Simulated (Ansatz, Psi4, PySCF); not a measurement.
Cl2O2W (SMILES [O]=[W](=[O])([Cl])[Cl]), singlet, at a GFN2-xTB geometry (such geometries of metal compounds can be far from the true shape) (core potentials on W). Base run: PySCF with CAMB3LYP/def2-SVP.

PySCF was given this input:
```python
from pyscf import gto, scf, dft

mol = gto.Mole()
mol.atom = '''
    W     0.220708   -0.043837    0.072484
    O     1.421067   -0.597577   -0.956774
    O     0.715303    0.173252    1.658394
    Cl   -0.535690    1.843740   -0.688017
    Cl   -1.430390   -1.453238    0.042322
'''
mol.basis = 'def2-svp'
mol.ecp = {'W': 'def2-svp'}
mol.charge = 0
mol.spin = 0
mol.verbose = 3
mol.build()

mf = dft.RKS(mol)
mf.xc = 'camb3lyp'
mf.kernel()
```

The same geometry, method and basis name were run in Ansatz (a quantum-chemistry and plane-wave program) and Psi4 and PySCF, at each program's defaults and at the settings that a row names. The base is PySCF at its defaults. Differences at the defaults can come from grids, fitting, cores and function types together.

| code and settings | ΔE vs base (µEh) | basis functions | E (Eh) | SCF cycles | dipole (D) |
|---|---|---|---|---|---|
| PySCF, defaults (exact integrals, its default grid, spherical functions) | 0.0 | 96 | -1137.65078 | 12 | 1.87 |
| Psi4, defaults (density fitting with its default set, its default grid, spherical functions) | [?] | 96 | [?] | 11 | 1.87 |
| Ansatz, defaults (factorised integrals, its default grid, spherical functions) | 4.2 | 96 | -1137.65078 | - | - |
| PySCF, density fitting with def2-universal-jkfit | -2.8 | 96 | -1137.65079 | 12 | 1.87 |
| PySCF, fine grid | 6.7 | 96 | -1137.65078 | 11 | 1.87 |
| Psi4, exact integrals, spherical functions, fine grid | 8.7 | 96 | -1137.65078 | 14 | 1.87 |
| Ansatz, high accuracy | 4.6 | 96 | -1137.65078 | - | - |

Fill in the missing entries.


- Psi4, defaults (density fitting with its default set, its default grid, spherical functions), ΔE vs base (µEh): -75.8
- Psi4, defaults (density fitting with its default set, its default grid, spherical functions), E (Eh): -1137.65086
